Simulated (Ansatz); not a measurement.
`C#C[Si](Cl)(Cl)Cl` + H–F → `C#C[Si](F)(Cl)Cl` + HCl at 298.15 K and 1 bar (ligand exchange at the Si–Cl bond).

Program: Ansatz. Geometries: PBE0-D4/def2-TZVP. ΔE: electronic, gas phase. CBS: MP2 limit from def2 TZ/QZ plus the TZ coupled-cluster correction, frozen cores. This one scheme is used for every species.

```tsv
species	CCSD(T)/CBS energy (Eh)	H − E (kJ/mol)	S (J/(mol·K))
`C#C[Si](Cl)(Cl)Cl`	-1745.22500	88.2	362.7
H–F	-100.39570	33.5	173.6
`C#C[Si](F)(Cl)Cl`	-1385.25733	90.6	360.0
HCl	-460.38127	26.6	186.8
```

H − E and S are ideal-gas, rigid-rotor, harmonic terms from PBE0-D4/def2-TZVP. 1 Eh = 2625.50 kJ/mol, R = 8.31446 J/(mol·K).

Task: By hand: ΔE, ΔH, ΔS and ΔG.

Result: ΔE = (-1385.25733) + (-460.38127) − (-1745.22500) − (-100.39570) = -0.01790 Eh = -47.0 kJ/mol. Δ(H − E) = 90.6 + 26.6 − 88.2 − 33.5 = -4.5, so ΔH = -51.5 kJ/mol. ΔS = 360.0 + 186.8 − 362.7 − 173.6 = 10.5 J/(mol·K). ΔG = -51.5 − 298.15 × (10.5)/1000 = -54.6 kJ/mol.

Task: By hand: the equilibrium constant, and the temperature at which ΔG would vanish if ΔH and ΔS stayed fixed.

Result: log₁₀ K = −ΔG/(RT ln 10) = 9.6. ΔH and −TΔS have one sign here, so there is no such temperature.

The number of gas molecules stays the same, so ΔS is small and ΔH decides. A doubt of 5 kJ/mol in ΔE shifts log₁₀ K by 0.9 here. These are equilibria of isolated gas molecules and say nothing of rates. Largest T1 diagnostic: 0.011 (customary marks: 0.02 for closed shells, 0.045 for open ones).
